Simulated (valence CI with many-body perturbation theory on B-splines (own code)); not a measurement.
**E1 transitions of Dy³⁴⁺**

Level of theory: valence CI with perturbative core correlation (CI+MBPT): four valence electrons over a frozen Dirac-Fock core [Ar] 3d10, radial functions for each j: 11 s, 11 p, 10 d, 8 f, 5 g, 2 h, with the one-electron correlation potential Σ1, the two-electron term Σ2, the three-electron term Σ3, Breit, model QED; selected CI, second order for the rest, scaled by the run's own slope (own B-spline code, finite nucleus).

No measured spectrum was set against this ion. As an estimate, large intervals hold to a few tenths of a per cent, small ones and those within an open d or f shell to about a per cent. Among the levels kept, up to 400 cm⁻¹ of a level comes from second order outside the variational space, and about a tenth of that is noise between levels of different J, which matters for small intervals.

Lines 51 to 100 of 566 in falling wavelength, among levels below 34.540 Ry, chosen from the strongest by gf and those to the six lowest levels. Wavelengths and rates use the calculated energies. Electric multipoles are in the length gauge, E1 and E2 with the static RPA response of the core. Weak lines are less certain than strong ones. Lines between different terms over intervals too small for the method are left out, as are lines whose strength nearly cancels. Where a level lies close to another of its J and parity, the split of strength between their lines is uncertain. The highest levels of a list are the least certain.

Levels are named by their leading jj configuration (3d3/2^4 stands for four electrons in 3d with j = 3/2), which in mixed levels can hold well under half, so a name can repeat and another be missing. Letters in brackets count levels of one name in rising energy.

| λ vac (nm) | Upper | Lower | A (s⁻¹) | S (a.u.) |
| --- | --- | --- | --- | --- |
| 13.80 | (4p1/2^2 4p3/2 4d5/2) J=4 | (4s 4p1/2 4p3/2 4d5/2) J=5 | 3.69e+10 | 4.30e-01 |
| 13.61 | (4s 4p1/2 4p3/2 4f7/2) J=5 [a] | (4s 4p3/2^2 4d5/2) J=5 | 6.59e+09 | 9.01e-02 |
| 13.52 | (4p1/2 4p3/2^2 4d3/2) J=2 [c] | (4s 4p3/2^2 4d3/2) J=3 [a] | 1.24e+10 | 7.56e-02 |
| 13.44 | (4s^2 4p1/2 4d5/2) J=3 | (4s^2 4p3/2^2) J=2 | 2.19e+09 | 1.84e-02 |
| 13.35 | (4p1/2^2 4p3/2 4d3/2) J=2 | (4s 4p1/2 4p3/2 4d3/2) J=3 [a] | 2.85e+10 | 1.67e-01 |
| 13.34 | (4s 4p1/2 4p3/2^2) J=1 [c] | (4s^2 4p3/2^2) J=2 | 9.51e+09 | 3.34e-02 |
| 13.11 | (4s^2 4p1/2 4d5/2) J=2 | (4s^2 4p3/2^2) J=2 | 4.69e+09 | 2.60e-02 |
| 13.07 | (4s 4p1/2 4d5/2^2) J=4 [a] | (4s 4p3/2^2 4d5/2) J=4 [a] | 7.51e+09 | 7.46e-02 |
| 13.03 | (4s 4p1/2 4p3/2 4f7/2) J=5 [b] | (4s 4p3/2^2 4d5/2) J=5 | 9.55e+09 | 1.15e-01 |
| 12.76 | (4p1/2^2 4p3/2 4d5/2) J=4 | (4s 4p1/2 4p3/2 4d5/2) J=4 [a] | 1.77e+10 | 1.63e-01 |
| 12.49 | (4p1/2^2 4p3/2 4d3/2) J=1 | (4s 4p1/2 4p3/2 4d3/2) J=2 [a] | 2.95e+10 | 8.52e-02 |
| 10.64 | (4s 4p1/2 4p3/2^2) J=2 [a] | (4s^2 4p1/2 4p3/2) J=2 | 1.52e+08 | 4.51e-04 |
| 10.41 | (4p1/2 4p3/2^2 4d5/2) J=4 [a] | (4s 4p1/2 4p3/2 4d5/2) J=3 [c] | 1.28e+10 | 6.43e-02 |
| 10.32 | (4s 4p1/2 4p3/2^2) J=2 [a] | (4s^2 4p1/2 4p3/2) J=1 | 1.11e+10 | 3.00e-02 |
| 10.24 | (4s 4p3/2^2 4d5/2) J=5 | (4s^2 4p3/2 4d5/2) J=4 | 2.45e+10 | 1.43e-01 |
| 10.12 | (4s 4p3/2^2 4d5/2) J=2 [b] | (4s^2 4p3/2 4d5/2) J=1 | 2.49e+10 | 6.37e-02 |
| 10.03 | (4s 4p1/2 4p3/2^2) J=3 | (4s^2 4p1/2 4p3/2) J=2 | 5.76e+09 | 2.01e-02 |
| 10.01 | (4s 4p3/2^2 4d5/2) J=3 [a] | (4s^2 4p3/2 4d5/2) J=2 | 2.84e+10 | 9.82e-02 |
| 10.01 | (4s^2 4p3/2 4d3/2) J=1 | (4s^2 4p3/2^2) J=0 | 2.92e+09 | 4.34e-03 |
| 9.954 | (4s^2 4p1/2 4d3/2) J=2 | (4s^2 4p1/2 4p3/2) J=1 | 8.36e+07 | 2.04e-04 |
| 9.953 | (4s 4p1/2 4p3/2 4d5/2) J=3 [b] | (4s^2 4p1/2 4d5/2) J=2 | 2.73e+10 | 9.30e-02 |
| 9.890 | (4s 4p1/2 4p3/2 4f7/2) J=3 [a] | (4s 4p1/2 4p3/2 4d5/2) J=3 [d] | 1.94e+10 | 6.47e-02 |
| 9.869 | (4p1/2^2 4p3/2 4d5/2) J=3 | (4s 4p1/2^2 4d5/2) J=2 | 2.62e+10 | 8.72e-02 |
| 9.867 | (4s 4p3/2^3) J=2 | (4s^2 4p3/2^2) J=2 | 1.94e+10 | 4.60e-02 |
| 9.866 | (4p1/2 4p3/2^2 4d5/2) J=3 [a] | (4s 4p1/2 4p3/2 4d5/2) J=2 [b] | 1.71e+10 | 5.69e-02 |
| 9.813 | (4s 4p1/2^2 4d3/2) J=1 | (4s 4p1/2^2 4p3/2) J=2 | 4.46e+09 | 6.24e-03 |
| 9.807 | (4s 4p1/2 4p3/2 4d3/2) J=2 [d] | (4s 4p1/2 4p3/2^2) J=1 [c] | 3.58e+10 | 8.34e-02 |
| 9.796 | (4s 4p1/2 4p3/2 4d5/2) J=4 [b] | (4s^2 4p1/2 4d5/2) J=3 | 1.65e+10 | 6.88e-02 |
| 9.787 | (4s 4p1/2 4p3/2 4d5/2) J=3 [c] | (4s^2 4p1/2 4d5/2) J=2 | 2.83e+10 | 9.17e-02 |
| 9.746 | (4s 4p1/2 4d5/2^2) J=2 | (4s 4p1/2 4p3/2 4d5/2) J=1 [c] | 2.59e+10 | 5.93e-02 |
| 9.709 | (4p1/2 4p3/2^2 4d5/2) J=3 [b] | (4s 4p1/2 4p3/2 4d5/2) J=2 [d] | 1.82e+10 | 5.75e-02 |
| 9.690 | (4s^2 4p3/2 4f7/2) J=3 [a] | (4s^2 4p3/2 4d5/2) J=3 | 2.33e+10 | 7.34e-02 |
| 9.683 | (4s 4p1/2^2 4d3/2) J=2 | (4s 4p1/2^2 4p3/2) J=2 | 5.61e+09 | 1.26e-02 |
| 9.636 | (4s 4p1/2 4d5/2^2) J=4 [a] | (4s 4p1/2 4p3/2 4d5/2) J=3 [b] | 1.27e+10 | 5.06e-02 |
| 9.598 | (4s^2 4p3/2 4f7/2) J=4 [a] | (4s^2 4p3/2 4d5/2) J=3 | 4.02e+10 | 1.58e-01 |
| 9.592 | (4s 4p1/2 4p3/2 4d5/2) J=4 [c] | (4s^2 4p1/2 4d5/2) J=3 | 5.00e+10 | 1.96e-01 |
| 9.541 | (4s 4p1/2 4p3/2 4f7/2) J=5 [b] | (4s 4p1/2 4p3/2 4d5/2) J=4 [c] | 1.49e+10 | 7.03e-02 |
| 9.498 | (4s 4p1/2 4p3/2 4d3/2) J=1 [d] | (4s 4p1/2 4p3/2^2) J=1 [b] | 4.25e+10 | 5.39e-02 |
| 9.476 | (4s 4p1/2 4p3/2 4f5/2) J=3 [c] | (4s 4p1/2 4p3/2 4d5/2) J=2 [c] | 2.63e+10 | 7.72e-02 |
| 9.473 | (4s 4p1/2 4p3/2 4f5/2) J=2 [c] | (4s 4p1/2 4p3/2 4d5/2) J=2 [e] | 3.55e+10 | 7.45e-02 |
| 9.449 | (4s 4p3/2^2 4d3/2) J=3 [b] | (4s^2 4p3/2 4d3/2) J=3 | 3.59e+10 | 1.05e-01 |
| 9.406 | (4s^2 4p3/2 4d3/2) J=1 | (4s^2 4p3/2^2) J=2 | 1.41e+10 | 1.74e-02 |
| 9.406 | (4s 4p1/2 4d3/2 4d5/2) J=3 [a] | (4s 4p1/2 4p3/2 4d3/2) J=4 | 1.70e+10 | 4.90e-02 |
| 9.352 | (4p1/2 4p3/2^2 4d5/2) J=4 [a] | (4s 4p1/2 4p3/2 4d5/2) J=5 | 1.71e+10 | 6.23e-02 |
| 9.348 | (4s 4p1/2 4p3/2 4f7/2) J=5 [b] | (4s 4p1/2 4p3/2 4d5/2) J=4 [b] | 1.45e+10 | 6.44e-02 |
| 9.348 | (4s^2 4p3/2 4d3/2) J=2 | (4s^2 4p3/2^2) J=2 | 3.96e+07 | 7.98e-05 |
| 9.329 | (4s 4p1/2 4p3/2^2) J=1 [a] | (4s^2 4p1/2 4p3/2) J=2 | 5.46e+09 | 6.56e-03 |
| 9.310 | (4s 4p1/2 4p3/2 4f5/2) J=4 [a] | (4s 4p1/2 4p3/2 4d5/2) J=3 [b] | 4.52e+10 | 1.62e-01 |
| 9.308 | (4s 4p1/2 4p3/2 4d3/2) J=2 [b] | (4s^2 4p1/2 4d3/2) J=2 | 1.13e+11 | 2.25e-01 |
| 9.300 | (4p1/2 4p3/2^2 4d3/2) J=4 | (4s 4p1/2 4p3/2 4d3/2) J=4 | 1.36e+10 | 4.85e-02 |
